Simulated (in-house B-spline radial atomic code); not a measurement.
How numerical settings move a run on Zn+, [Ar] 3d10 4s1. Computed with an all-electron radial atomic-structure program (B-spline basis): Dirac-Hartree-Fock, average of configuration, Fermi nucleus of rms radius 3.9283 fm.

Command:
```bash
python run_scf.py task.json out
```
Settings of the sound reference run:
```
Z                30
electrons        29
configuration    [Ar] 3d10 4s1
hamiltonian      dirac
method           hf
spin_polarised   False
nucleus          fermi
rms_radius       3.9283
mass_number      64
atomic_mass      63.92914
speed_of_light   137.036
knot_spacing     0.22
spline_order     8
gauss_points     12
box_radius       35.29
max_iterations   70
damping          0.5
damped_steps     3
diis_vectors     10
tolerance        1e-08
start            Thomas-Fermi
```

Run time, properties included: 1.9 s on 1 thread of Arm Neoverse N1 (shared host).

It converges in 10 iterations to -1794.326552 hartree, with 4s1/2 at -16.946 eV. The other runs change the listed settings, some to values that make no sense; their results aren't properties of the atom or ion. Radii are in bohr (the nuclear one in fm), a minus after a letter asks for a j subshell, and «unchanged» means within 1e-8 hartree. The run stops when the residual is below 10 × tolerance × max(1, Z/10), or a noise floor if that is larger, and the energy moves by less than 1e-8 × √|E| hartree; so very loose and very tight tolerances often act alike.

| changed settings | outcome |
| --- | --- |
| box_radius = 17.64, max_iterations = 2, damping = 0.2 | not converged after 2 iterations, last residual 1.1e-01, last energy +3.65e-01 hartree from the reference |
| gauss_points = 16, box_radius = 70.58, max_iterations = 50 | converged in 10 iterations, energy unchanged |
| knot_spacing = 0.3 | converged in 10 iterations, energy +1.46e-06 hartree from the reference, 4s1/2 level +3.4e-07 eV |
| knot_spacing = 1 | converged in 10 iterations, energy +2.13e+01 hartree from the reference, 4s1/2 level +7.4e-01 eV (the program warns: 2s1/2 reaches the box edge; 2p1/2 reaches the box edge) |
| spline_order = 10, max_iterations = 60, damped_steps = 30 | converged in 20 iterations, energy unchanged, 4s1/2 level -3.6e-06 eV |
| electrons = 30, configuration = [Ar] 3d10 4s1 5p-1, max_iterations = 60 | converged in 10 iterations to -1794.3871 hartree, a different physical problem (warning: 5p1/2 reaches the box edge) |
| electrons = 30, configuration = [Ar] 3d10 4s1 5s-1, max_iterations = 75 | stopped with error: j subshells need the Dirac Hamiltonian and l > 0 |
| knot_spacing = 0.75 | converged in 11 iterations, energy +1.33e+00 hartree from the reference, 4s1/2 level +2.4e-01 eV (the program warns: 3s1/2 reaches the box edge) |
| knot_spacing = 0.4 | converged in 10 iterations, energy +2.52e-04 hartree from the reference, 4s1/2 level +2.4e-05 eV |
| box_radius = 5.29, first_knot = 3.33e-05, max_iterations = 60, damping = 0.8, damped_steps = 0 | converged in 9 iterations, energy +1.42e-02 hartree from the reference, 4s1/2 level +3.6e-01 eV (the program warns: 4s1/2 reaches the box edge; 3d3/2 reaches the box edge) |
| damped_steps = 8 | converged in 13 iterations, energy unchanged |
| method = tpss,tpss | stopped with error: meta-GGAs are not served with the Dirac Hamiltonian |

Question: What happens with knot_spacing = 2?

Answer: Converged in 9 iterations, energy +3.59e+02 hartree from the reference, 4s1/2 level +4.7e+00 eV (the program warns: 4s1/2 reaches the box edge; 1s1/2 reaches the box edge).

Question: What happens with damped_steps = 1?

Answer: Converged in 9 iterations, energy unchanged, 4s1/2 level -2.1e-06 eV.

Question: What happens with knot_spacing = 1.4?

Answer: Converged in 10 iterations, energy +1.29e+02 hartree from the reference, 4s1/2 level +1.5e+00 eV (the program warns: 4s1/2 reaches the box edge; 1s1/2 reaches the box edge).

Question: What happens with tolerance = 1e-06?

Answer: Converged in 8 iterations, energy unchanged, 4s1/2 level -2.3e-05 eV.
